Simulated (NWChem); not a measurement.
System: C2H4ClFSi; SMILES C=C[SiH](F)Cl

Here is an NWChem input.

```
start job
memory heap 200 mb stack 900 mb global 1100 mb
geometry units angstroms noautoz
  Si     0.350320    -0.069581     0.342363
  F      1.925882    -0.368956     0.110003
  Cl    -0.666446    -1.689009    -0.417224
  C     -0.148643     1.472478    -0.540864
  C     -0.614420     2.533536     0.129101
  H      0.108166     0.028695     1.801703
  H     -0.071015     1.521237    -1.634185
  H     -0.714321     2.532134     1.221048
  H     -0.920373     3.455109    -0.378130
end
basis spherical
  * library 6-31g*
end
dft
  xc becke97-2
  iterations 150
  mulliken
end
task dft energy
```

Parts of the log:

```
             Northwest Computational Chemistry Package (NWChem) 7.3.0
             --------------------------------------------------------

 C1  symmetry detected

                             Geometry "geometry" -> ""
                             -------------------------

 Output coordinates in angstroms (scale by  1.889725989 to convert to a.u.)

  No.       Tag          Charge          X              Y              Z
 ---- ---------------- ---------- -------------- -------------- --------------
    1 Si                  14.0000     0.34536920    -0.00970925     0.32672011
    2 F                    9.0000     1.84133676    -0.30835118    -0.22000305
    3 Cl                  17.0000    -0.76499887    -1.69585431    -0.06992857
    4 C                    6.0000    -0.37641043     1.45166207    -0.53955235
    5 C                    6.0000    -0.71639439     2.55702038     0.13442044
    6 H                    1.0000     0.42166519     0.20108154     1.79222894
    7 H                    1.0000    -0.53835047     1.41453559    -1.62405749
    8 H                    1.0000    -0.57783727     2.64098593     1.21889365
    9 H                    1.0000    -1.15086737     3.43191561    -0.36154214

 Effective nuclear repulsion energy (a.u.)     274.7126032033

                                 NWChem DFT Module
                                 -----------------

 Summary of "ao basis" -> "ao basis" (spherical)
 ------------------------------------------------------------------------------
       Tag                 Description            Shells   Functions and Types
 ---------------- ------------------------------  ------  ---------------------
 Si                          6-31g*                  8       18   4s3p1d
 F                           6-31g*                  6       14   3s2p1d
 Cl                          6-31g*                  8       18   4s3p1d
 C                           6-31g*                  6       14   3s2p1d
 H                           6-31g*                  2        2   2s

            General Information
            -------------------
          SCF calculation type: DFT
          Wavefunction type:  closed shell.
          No. of atoms     :     9
          No. of electrons :    56
           Alpha electrons :    28
            Beta electrons :    28
          Charge           :     0
          Spin multiplicity:     1
          Use of symmetry is: off; symmetry adaption is: off
          Maximum number of iterations: 150
          AO basis - number of functions:    86
                     number of shells:    42
          Convergence on energy requested:  1.00D-06
          Convergence on density requested:  1.00D-05
          Convergence on gradient requested:  5.00D-04

              XC Information
              --------------
                   Becke 97-2 Method XC Functional
                     Hartree-Fock (Exact) Exchange  0.210
                 Becke 1997-2  Exchange Functional  1.000
                Becke 1997-2 Correlation Potential  1.000

             Grid Information
             ----------------
          Grid used for XC integration:  medium
          Radial quadrature: Mura-Knowles
          Angular quadrature: Lebedev.
          Tag              B.-S. Rad. Rad. Pts. Rad. Cut. Ang. Pts.
          ---              ---------- --------- --------- ---------
          Si                  1.10       88          10.0       590
          F                   0.50       49          11.0       434
          Cl                  1.00       88          12.0       590
          C                   0.70       49          11.0       434
          H                   0.35       45          12.0       434
          Grid pruning is: on
          Number of quadrature shells:   503
          Spatial weights used:  Erf1

      Superposition of Atomic Density Guess
      -------------------------------------

 Sum of atomic energies:        -924.95366071

      Non-variational initial energy
      ------------------------------

 Total energy =    -926.765377
 1-e energy   =   -1824.654821
 2-e energy   =     623.176841
 HOMO         =      -0.336691
 LUMO         =      -0.012109

     ---------------------------------------------
      Total Density - Mulliken Population Analysis
     ---------------------------------------------

    Atom       Charge   Shell Charges
 -----------   ------   -------------------------------------------------------
    1 Si  14    12.75   2.00  2.00  5.97  0.87  1.24  0.20  0.27  0.20
    2 F    9     9.62   2.00  0.95  3.47  1.00  2.18  0.01
    3 Cl  17    17.42   2.00  2.00  5.98  1.38  3.71  0.57  1.78  0.01
    4 C    6     6.47   2.00  0.74  1.97  0.62  1.12  0.03
    5 C    6     6.35   2.00  0.74  1.87  0.62  1.09  0.03
    6 H    1     1.07   0.47  0.60
    7 H    1     0.77   0.46  0.31
    8 H    1     0.79   0.46  0.32
    9 H    1     0.78   0.46  0.32

   convergence    iter        energy       DeltaE   RMS-Dens  Diis-err
 ---------------- ----- ----------------- --------- --------- ---------
 d= 0,ls=0.0,diis     1   -928.1220753776 -1.20D+03  1.36D-02  5.60D-01
 d= 0,ls=0.0,diis     2   -928.1128264473  9.25D-03  6.76D-03  8.63D-01
 d= 0,ls=0.0,diis     3   -928.1914534541 -7.86D-02  1.34D-03  2.57D-02
 d= 0,ls=0.0,diis     4   -928.1931434654 -1.69D-03  5.93D-04  3.09D-03
 d= 0,ls=0.0,diis     5   -928.1935549887 -4.12D-04  1.11D-04  8.80D-05
  Resetting Diis
 d= 0,ls=0.0,diis     6   -928.1935649175 -9.93D-06  3.83D-05  1.68D-05
 d= 0,ls=0.0,diis     7   -928.1935670633 -2.15D-06  2.77D-05  2.01D-06
 d= 0,ls=0.0,diis     8   -928.1935664988  5.64D-07  1.74D-05  6.12D-06
 d= 0,ls=0.0,diis     9   -928.1935673371 -8.38D-07  2.04D-06  3.13D-08

         Total DFT energy =     -928.193567337075
      One electron energy =    -1828.193833917343
           Coulomb energy =      697.383069902227
    Exchange-Corr. energy =      -72.095406525210
 Nuclear repulsion energy =      274.712603203251

 Numeric. integr. density =       55.999993740590

                       DFT Final Molecular Orbital Analysis
                       ------------------------------------

 Vector   26  Occ=2.000000D+00  E=-3.378856D-01
              MO Center= -6.1D-01, -1.3D+00, -6.4D-02, r^2= 2.5D+00
   Bfn.  Coefficient  Atom+Function         Bfn.  Coefficient  Atom+Function
  ----- ------------  ---------------      ----- ------------  ---------------
    39      0.508165  3 Cl px                41     -0.359920  3 Cl pz
    43      0.270730  3 Cl px                40     -0.261358  3 Cl py
    35     -0.197366  3 Cl px                45     -0.187045  3 Cl pz
    37      0.139957  3 Cl pz                21      0.131214  2 F  px
    44     -0.128542  3 Cl py                53      0.112273  4 C  px

 Vector   27  Occ=2.000000D+00  E=-3.206812D-01
              MO Center= -3.8D-01, -2.7D-01,  8.5D-02, r^2= 4.3D+00
   Bfn.  Coefficient  Atom+Function         Bfn.  Coefficient  Atom+Function
  ----- ------------  ---------------      ----- ------------  ---------------
    41      0.474162  3 Cl pz                45      0.257961  3 Cl pz
    80     -0.226848  6 H  s                 40     -0.194296  3 Cl py
    37     -0.183768  3 Cl pz                53      0.170878  4 C  px
     9     -0.165637  1 Si pz                56      0.163987  4 C  s
    54     -0.158919  4 C  py                79     -0.150397  6 H  s

 Vector   28  Occ=2.000000D+00  E=-3.013793D-01
              MO Center= -5.4D-01,  1.5D+00, -1.7D-01, r^2= 2.9D+00
   Bfn.  Coefficient  Atom+Function         Bfn.  Coefficient  Atom+Function
  ----- ------------  ---------------      ----- ------------  ---------------
    67      0.346145  5 C  px                53      0.327268  4 C  px
    71      0.244966  5 C  px                57      0.225752  4 C  px
    40      0.207280  3 Cl py                54      0.171120  4 C  py
    39     -0.152755  3 Cl px                44      0.124222  3 Cl py
    68      0.121866  5 C  py                58      0.105345  4 C  py

 Vector   29  Occ=0.000000D+00  E=-3.403185D-02
              MO Center= -4.0D-01,  1.6D+00, -4.3D-02, r^2= 3.1D+00
   Bfn.  Coefficient  Atom+Function         Bfn.  Coefficient  Atom+Function
  ----- ------------  ---------------      ----- ------------  ---------------
    71      0.502974  5 C  px                57     -0.410282  4 C  px
    67      0.386793  5 C  px                11     -0.302290  1 Si px
    53     -0.286663  4 C  px                 7     -0.240462  1 Si px
    72      0.223878  5 C  py                42     -0.159090  3 Cl s
    68      0.156593  5 C  py                44     -0.151662  3 Cl py

 Vector   30  Occ=0.000000D+00  E= 4.046631D-02
              MO Center=  2.0D-01, -1.7D-01,  1.9D-01, r^2= 4.8D+00
   Bfn.  Coefficient  Atom+Function         Bfn.  Coefficient  Atom+Function
  ----- ------------  ---------------      ----- ------------  ---------------
    12      0.840884  1 Si py                70     -0.728264  5 C  s
    42      0.490645  3 Cl s                  8      0.448305  1 Si py
    10     -0.409424  1 Si s                 86      0.393244  9 H  s
    43      0.388241  3 Cl px                 6     -0.336947  1 Si s
    24      0.317246  2 F  s                 44      0.295587  3 Cl py

 Vector   31  Occ=0.000000D+00  E= 6.646573D-02
              MO Center= -7.9D-02,  3.5D-01,  4.6D-01, r^2= 4.5D+00
   Bfn.  Coefficient  Atom+Function         Bfn.  Coefficient  Atom+Function
  ----- ------------  ---------------      ----- ------------  ---------------
    11      1.086297  1 Si px                10     -0.782811  1 Si s
    42      0.690529  3 Cl s                 44      0.468457  3 Cl py
    58     -0.452075  4 C  py                57     -0.410349  4 C  px
     7      0.387639  1 Si px                80      0.340286  6 H  s
    56      0.294734  4 C  s                 24     -0.292743  2 F  s

     ---------------------------------------------
      Total Density - Mulliken Population Analysis
     ---------------------------------------------

    Atom       Charge   Shell Charges
 -----------   ------   -------------------------------------------------------
    1 Si  14    13.14   2.00  2.00  5.97  0.95  1.64  0.08  0.20  0.31
    2 F    9     9.39   2.00  0.93  3.31  1.03  2.11  0.01
    3 Cl  17    17.27   2.00  2.00  5.98  1.40  3.67  0.56  1.66  0.02
    4 C    6     6.33   2.00  0.68  2.03  0.60  0.99  0.02
    5 C    6     6.35   2.00  0.70  2.00  0.61  1.01  0.03
    6 H    1     1.09   0.51  0.58
    7 H    1     0.80   0.52  0.28
    8 H    1     0.82   0.53  0.29
    9 H    1     0.81   0.53  0.28

     -------------------------------------------
      Total Density - Lowdin Population Analysis
     -------------------------------------------

    Atom       Charge   Shell Charges
 -----------   ------   -------------------------------------------------------
    1 Si  14    13.42   2.00  1.97  5.88  0.64  1.48  0.32  0.67  0.45
    2 F    9     9.27   1.99  0.93  3.18  0.86  2.29  0.02
    3 Cl  17    17.17   2.00  1.99  5.91  1.17  3.40  0.65  2.02  0.02
    4 C    6     6.34   1.99  0.56  1.85  0.45  1.42  0.06
    5 C    6     6.22   1.99  0.56  1.81  0.44  1.34  0.07
    6 H    1     1.05   0.51  0.54
    7 H    1     0.84   0.49  0.35
    8 H    1     0.85   0.49  0.36
    9 H    1     0.85   0.49  0.36

     Multipole analysis of the density
     ---------------------------------

     L   x y z        total         alpha         beta         nuclear
     -   - - -        -----         -----         ----         -------
     0   0 0 0     -0.000000    -28.000000    -28.000000     56.000000

     1   1 0 0     -0.330849     -0.165425     -0.165425      0.000000
     1   0 1 0      1.028711      0.514355      0.514355      0.000000
     1   0 0 1      0.166162      0.083081      0.083081      0.000000

     2   2 0 0    -34.594511   -103.340001   -103.340001    172.085490
     2   1 1 0     -1.574248      5.505805      5.505805    -12.585859
     2   1 0 1      0.772091     -1.088513     -1.088513      2.949118
     2   0 2 0    -30.197056   -233.676173   -233.676173    437.155291
     2   0 1 1     -0.053688     -0.002462     -0.002462     -0.048764
     2   0 0 2    -30.171145    -35.323440    -35.323440     40.475736
```

Level: B97-2/6-31G* (spherical d). The geometry was optimised at PBE0/def2-SVP.
